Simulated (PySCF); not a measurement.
Harmonic spectrum computed at PBE0 in the def2-TZVP basis family (core potentials from Rb on, PySCF, no spin–orbit coupling):

```json
{"ω (cm⁻¹)": "168", "IR (km/mol)": "16.7"}
{"ω (cm⁻¹)": "171", "IR (km/mol)": "3.2"}
{"ω (cm⁻¹)": "586", "IR (km/mol)": "45.7"}
{"ω (cm⁻¹)": "776", "IR (km/mol)": "69.8"}
{"ω (cm⁻¹)": "925", "IR (km/mol)": "48.3"}
{"ω (cm⁻¹)": "3853", "IR (km/mol)": "81.8"}
```

Q: Which molecule gave it? In each, all ligands are bound to the one heavy central atom.
A. TlO(OH) (singlet)
B. RuO(OH) (doublet)
C. WO(OH) (quartet)
D. InO(OH) (singlet)

A: A. It has Cs symmetry with O–H 0.963 Å, Tl–O 1.858 Å, Tl–O 1.992 Å.
